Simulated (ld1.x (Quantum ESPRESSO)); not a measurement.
## bismuth: excitation energies, all-electron against ultrasoft

- Element: bismuth
- Generator: ld1.x (Quantum ESPRESSO) 7.5
- Type: ultrasoft
- Functional: PBE
- Relativity: fully relativistic
- Frozen core: [Xe] 4f14
- Valence charge: 15
- Reference configuration: 5d10 6s2 6p2.75 (charge +0.25)
- Partial waves: 6s (bound): rcut 1.60, rcutus 1.95 bohr; 6s channel at 0.05 Ry: rcut 1.60, rcutus 1.95 bohr; 6p (bound): rcut 2.45, rcutus 2.80 bohr; 6p channel at 3.15 Ry: rcut 2.45, rcutus 2.80 bohr; 5d (bound): rcut 1.00, rcutus 1.20 bohr; 5d channel at -1.75 Ry: rcut 1.00, rcutus 1.20 bohr
- Local potential: all-electron potential smoothed inside 1.05 bohr (lloc = -1)
- Core correction: Bessel-smoothed model core inside 1.10 bohr
- Augmentation charge: PSQ, radius 1.05 bohr

Open shells are filled in proportion to 2j + 1 (rel_dist='average').

Energies are relative to the spin-unpolarised reference configuration 5d10 6s2 6p2.75; without spin polarisation the order of configurations can differ from experiment.

```tsv
valence configuration	charge	ΔE all-electron (eV)	error AE − PS (meV)
5d10 6s2 6p3	0	-1.377	-0.3
5d10 6s2 6p2	+1	6.682	-3.8
5d10 6s2 6p1	+2	22.107	-31
5d10 6s0 6p5	0	18.659	-174
5d10 6s2 6p3.3	-0.3	-2.513	-1.0
5d10 6s2 6p0	+3	45.669	-107
```

(1) What are ΔE and the potential's error for 5d9 6s2 6p4?

Levels in the configuration 5d10 6s2 6p3:

```tsv
level	all-electron (eV)	pseudo (eV)
5d j=3/2	-28.738	-28.744
5d j=5/2	-25.742	-25.749
6s j=1/2	-14.396	-14.400
6p j=1/2	-5.988	-5.981
6p j=3/2	-4.067	-4.067
```

Note: ghost states, extra bound levels that the all-electron valence spectrum of the same l lacks: s at -732.9 eV, p3/2 at -336.6 eV, p1/2 at -330.4 eV. A true bound ghost makes a file unfit for plane-wave use.

## Answers

(1) ΔE = 22.527 eV all-electron; the error (AE − PS) is -112 meV.
